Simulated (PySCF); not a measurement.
Species: C₂H₁₁N₂Si₃ (doublet state).
Z-matrix (Å and degrees, GFN2-xTB geometry), rows numbered from 1:
```
C 
Si  1  1.9032
C   2  1.9016  1  110.35
N   2  1.7365  1  112.37  3   123.45
Si  4  1.7434  2  121.02  1   104.59
Si  5  2.2867  4   97.49  2    16.77
N   2  1.7328  1  111.41  3  -125.38
H   1  1.0856  2  111.15  3   -59.10
H   1  1.0854  2  111.11  3    60.60
H   1  1.0853  2  111.29  3  -179.25
H   3  1.0855  2  111.13  1   -59.59
H   3  1.0853  2  111.25  1  -179.70
H   3  1.0854  2  111.18  1    60.11
H   4  1.0056  2  118.17  1   -68.75
H   5  1.4802  4  102.16  2   145.92
H   6  1.4780  5  127.80  4   101.46
H   6  1.4762  5  112.42  4  -123.97
H   7  1.0054  2  116.97  1    63.90
```

The hyperfine couplings belong to this conformer and change with its torsions.

Identity: `[Si]1(C)(N[SiH][SiH2]N1)C` [radical].

Theory: PySCF, UKS B3LYP, pcH-1 on C H N Si, non-relativistic, mean-field spin-orbit, GIAO. Geometry: GFN2-xTB, one conformer, isolated molecule. The geometry wasn't refined by DFT: couplings that depend on bond lengths, twists or pyramidal angles can differ widely from those at the functional's own minimum, by a factor of two or more for some ions and for spin on atoms past the first row. The SCF solution wasn't tested for stability.

Principal values of hyperfine tensors in MHz (contact, dipolar and spin–orbit terms together), for some of the nuclei:

```csv
atom,isotope,A1,A2,A3
Si5,29Si,-588.14,-382.14,-380.95
H15,1H,83.11,91.40,96.75
H16,1H,46.35,47.82,51.34
H14,1H,-21.06,-14.89,2.16
N4,14N,0.07,0.24,25.49
C3,13C,5.84,5.89,8.24
Si2,29Si,2.78,4.51,4.76
H18,1H,1.69,2.44,4.77
```

Task: Give the isotropic coupling of each nucleus in MHz and in mT (g = 2.0031), and the anisotropic part.

Result: a_iso = (A1 + A2 + A3)/3, Ti = Ai − a_iso; 1 mT corresponds to 28.036 MHz. The tensors hold a spin–orbit part: the run splits a_iso into a_FC + a_SO, and T includes its anisotropic share.

| atom | a_iso (MHz) | a_FC | a_SO | a_iso (mT) | T1 | T2 | T3 |
| --- | --- | --- | --- | --- | --- | --- | --- |
| Si5 | -450.41 | -451.26 | 0.84 | -16.065 | -137.73 | 68.27 | 69.46 |
| H15 | 90.42 | 90.41 | 0.01 | 3.225 | -7.31 | 0.98 | 6.33 |
| H16 | 48.50 | 48.50 | 0.00 | 1.730 | -2.16 | -0.68 | 2.84 |
| H14 | -11.26 | -11.30 | 0.04 | -0.402 | -9.80 | -3.62 | 13.42 |
| N4 | 8.60 | 8.57 | 0.03 | 0.307 | -8.53 | -8.36 | 16.89 |
| C3 | 6.66 | 6.66 | 0.00 | 0.237 | -0.82 | -0.76 | 1.58 |
| Si2 | 4.02 | 4.02 | 0.00 | 0.143 | -1.24 | 0.49 | 0.75 |
| H18 | 2.97 | 2.96 | 0.00 | 0.106 | -1.28 | -0.53 | 1.80 |

Task: What spin density at the nucleus of C3 lies behind its contact coupling (g_N = 1.40482)?

Result: a_FC = 800.24 MHz bohr³ × g_N × ρ(0)/(2S). With a_FC = 6.66 MHz and 2S = 1, ρ(0) = 0.005924 bohr⁻³.

Task: Si6 (29Si, g_N = -1.11058) isn't in the table. Its spin density at the nucleus is 0.1056 bohr⁻³. What is its contact coupling?

Result: By the same relation, a_FC = -93.9 MHz. The spin–orbit term adds +0.11 MHz. Its full tensor has the principal values -110.29, -86.83, -84.13 MHz.

Task: Name the largest traceless tensor T of the table and describe it.

Result: Si5: -137.7, 68.3, 69.5 MHz (the dipolar term alone has -136.9, 67.9, 69.0), axial, in the ratio +1:+1:−2, the form that spin in one p orbital centred on that nucleus gives (the nuclear moment is negative).

Task: What first-order splitting does Si5 cause when the field lies along A1, A2 or A3 of its tensor (g taken as isotropic, no quadrupole term)?

Result: 2 lines (I = 1/2), spaced by |A_i|/(g × 13.996): 20.98, 13.63, 13.59 mT along the axes of A1, A2 and A3.

On an Arm Neoverse V1 with one thread, shared host with 32 logical CPUs at a one-minute load of 32, this took 2.7 min of wall time (grids of density and orbitals included) and 1.1 GiB of memory at its peak.
